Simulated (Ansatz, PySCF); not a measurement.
System: GeCl2, net charge 0, singlet state. SMILES: [Ge]([Cl])[Cl]
Geometry: optimised at B3LYP-D3(BJ)/def2-TZVP (Ansatz, an electronic-structure program).

Wanted: atomisation energy (electronic, to ground-state atoms), in kJ/mol. Correlated levels leave the core frozen unless marked. Open shells are spin-unrestricted. Spin-orbit coupling is left out. Frozen are the shells of the preceding noble gas and the d and f shells that filled before the atom's block. Non-relativistic. The coupled-cluster limit lacks core correlation, which all-electron functionals hold. CBS marks a two-point X^-3 extrapolation of the correlation energy; Hartree-Fock from the larger set.

```json
[
 {"level": "HF/def2-TZVPD", "program": "PySCF", "atomisation energy (kJ/mol)": "546.3"},
 {"level": "HF/def2-QZVPP", "program": "Ansatz", "atomisation energy (kJ/mol)": "544.7"},
 {"level": "HF/def2-QZVPPD", "program": "Ansatz", "atomisation energy (kJ/mol)": "544.9"},
 {"level": "PBE/def2-TZVPD", "program": "Ansatz", "atomisation energy (kJ/mol)": "835.1"}
]
```

What does CCSD(T)/CBS(def2-TZVPP,def2-QZVPP) (Ansatz) give?

804.9 kJ/mol
